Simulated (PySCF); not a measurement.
C2H6FNSi (triplet state).
Cartesian coordinates in Å at the GFN2-xTB level; atoms count from 1:
```
atom  x, y, z in Å
C1    -1.1684   -0.5325    0.0115
N2    -0.0186    0.3118   -0.1898
C3     1.2056   -0.4455   -0.2467
Si4   -0.0039    1.9238    0.4866
F5    -0.1729    2.9634   -0.7929
H6    -1.2114   -1.2635   -0.7999
H7    -2.0729    0.0706   -0.0066
H8    -1.1235   -1.0814    0.9599
H9     1.4052   -0.9913    0.6834
H10    1.1272   -1.1748   -1.0569
H11    2.0390    0.2220   -0.4512
```

The hyperfine couplings belong to this conformer and change with its torsions.

Identity: `CN(C)[Si]F` [triplet].

Level of theory: PySCF, UKS B3LYP, pcH-1 on C F H N Si, non-relativistic, mean-field spin-orbit, GIAO. One conformer (not necessarily the lowest) at the GFN2-xTB geometry, without solvent, vibrations or thermal averaging. This triplet need not be the ground state; the singlet was not compared here. A GFN2-xTB geometry isn't a minimum of the functional, and hyperfine couplings can be far from their values at a DFT geometry, by a factor of two or more for some ions and for spin on atoms past the first row. The SCF solution wasn't tested for stability.

Principal values of hyperfine tensors in MHz (contact, dipolar and spin–orbit terms together), for some of the nuclei:

```csv
atom,isotope,A1,A2,A3,alike by the symmetry of this geometry
Si4,29Si,-632.23,-524.60,-466.64,none
F5,19F,45.54,262.94,268.17,none
H8,1H,13.12,13.95,20.20,H9
C3,13C,13.31,14.09,17.49,C1
N2,14N,-1.76,-1.20,27.85,none
H11,1H,-2.25,1.73,6.87,H7
```

Give the isotropic coupling of each nucleus in MHz and in mT (g = 2.0013), and the anisotropic part.

a_iso is a third of the trace, T = A − a_iso, and a(mT) = a(MHz)/(g × 13.996). The tensors hold a spin–orbit part: the run splits a_iso into a_FC + a_SO, and T includes its anisotropic share.

```
atom  a_iso (MHz)     a_FC  a_SO  a_iso (mT)       T1     T2     T3
 Si4      -541.15  -542.29  1.13     -19.320   -91.07  16.56  74.52
  F5       192.22   190.50  1.72       6.862  -146.68  70.72  75.95
  H8        15.75    15.75  0.00       0.562    -2.64  -1.80   4.44
  C3        14.97    14.97  0.00       0.534    -1.65  -0.88   2.53
  N2         8.30     8.29  0.01       0.296   -10.06  -9.50  19.55
 H11         2.12     2.12  0.00       0.076    -4.37  -0.39   4.75
```

What spin density at the nucleus of Si4 lies behind its contact coupling (g_N = -1.11058)?

a_FC = (2μ0/3) gₑ μB g_N μN ρ(0)/(2S·h) = 800.24 MHz × g_N × ρ(0)/(2S), with ρ in bohr⁻³. With a_FC = -542.29 MHz and 2S = 2, ρ(0) = 1.22 bohr⁻³. The nuclear moment is negative, so coupling and spin density have opposite signs.

H10 (1H, g_N = 5.58569) isn't in the table. Its spin density at the nucleus is 0.01234 bohr⁻³. What is its contact coupling?

By the same relation, a_FC = 27.6 MHz. Its full tensor has the principal values 25.10, 26.30, 31.35 MHz.

Which nucleus of the table has the largest anisotropic coupling, and what is its form?

F5: -146.7, 70.7, 76.0 MHz (the dipolar term alone has -148.3, 70.4, 77.9), nearly axial, close to the ratio +1:+1:−2.
